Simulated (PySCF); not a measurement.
## Dipole response of Yb⁺ (ytterbium, charge +1)

[Xe] 4f14 6s1, 2S determinant. All numbers are calculated (PySCF 2.14, scalar relativity by spin-free X2C-1e, in ANO-RCC-VTZP). Coupled (time-dependent) response in atomic units; α is the mean over directions. The basis has no added diffuse functions, which lowers α and C₆.

| method | mean α (bohr³) | C₆ (like pair) | S(−4) |
| --- | --- | --- | --- |
| MN15 | 66.46 | 528.0 | 3331 |

S(−4) is the Cauchy moment in α(ω) = α(0) + S(−4) ω² + …

α(iu) at MN15:

```json
{"u (hartree)": "0", "α(iu) (bohr³)": "66.46"}
{"u (hartree)": "0.0500", "α(iu) (bohr³)": "59.14"}
{"u (hartree)": "0.100", "α(iu) (bohr³)": "44.95"}
{"u (hartree)": "0.200", "α(iu) (bohr³)": "24.49"}
{"u (hartree)": "0.300", "α(iu) (bohr³)": "15.28"}
{"u (hartree)": "0.500", "α(iu) (bohr³)": "8.463"}
{"u (hartree)": "0.750", "α(iu) (bohr³)": "5.592"}
{"u (hartree)": "1.00", "α(iu) (bohr³)": "4.253"}
{"u (hartree)": "1.50", "α(iu) (bohr³)": "2.872"}
{"u (hartree)": "2.00", "α(iu) (bohr³)": "2.127"}
{"u (hartree)": "3.00", "α(iu) (bohr³)": "1.333"}
{"u (hartree)": "5.00", "α(iu) (bohr³)": "0.6772"}
```

A single London oscillator, α(iu) = α/(1 + u²/ω²), gives C₆ = (3/4) ω α². Matching the computed C₆ needs ω = 4 × 528.0 / (3 × 66.46²) = 0.159 hartree.

For an ion, C₆ is the dispersion term alone; charge-induced terms of lower order in 1/R come first.

Spin-orbit coupling, which splits the p, d and f shells strongly at this Z, is absent.
